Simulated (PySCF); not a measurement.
Core binding energy against partial charge

C6H9NOSi.
SMILES with atom numbers: `[CH3:1][O:2][SiH2:3][c:4]1[cH:5][cH:6][n:7][cH:8][cH:9]1`

Binding energies: PySCF 2.14.0, delta-SCF UKS SCAN, pcX-2 on the ionised atom, pcseg-1 elsewhere, spin-free X2C. Charges: PBE0/pcSseg-1 ground-state density, for the ionised atom.

```
atom                          environment  C 1s (eV)  Mulliken (e)  IAO (e)  Hirshfeld (e)  ESP (e)
  C4          substituted aromatic carbon     290.38        -0.290   -0.266         -0.083   +0.357
  C5                   aromatic CH carbon     290.54        -0.170   -0.160         -0.045   -0.671
  C6  aromatic CH next to a ring nitrogen     291.19        +0.159   -0.009         +0.018   +0.584
  C1                       methoxy carbon     292.49        -0.021   -0.192         -0.033   -0.140
```

Question: Give the correlation coefficient and slope of binding energy on charge for each scheme.

Answer: Mulliken: r = 0.55, slope 2.7 eV per e; Hirshfeld: r = 0.40, slope 9.3 eV per e; IAO: r = 0.14, slope 1.3 eV per e; ESP: r = -0.02, slope 0.0 eV per e. Mulliken charges have the highest r, on only 4 points.

Question: The point-charge model writes a binding energy as kq + V + constant, with V the potential of the other atoms' charges at the site. What does it give with the Hirshfeld charges?

Answer: V = Σ 14.40 eV Å × q/r over all other atoms: +0.85 eV at C4, +0.29 eV at C5, -0.96 eV at C6, +0.34 eV at C1. Fitting binding energy − V to q gives k = 27.2 eV per e and leaves an rms residual of 0.62 eV, against 0.76 eV for the fit on q alone. The model has no term for differences in relaxation between sites.

The structure is a single PBE0-D3(BJ)/def2-SVP conformer in the gas phase; no vibrational or solvent corrections.

Conformer computed: `[CH3:1][O:2][SiH2:3][c:4]1[cH:5][cH:6][n:7][cH:8][cH:9]1`: C1–O2–Si3–C4 -179°, O2–Si3–C4–C5 79°.
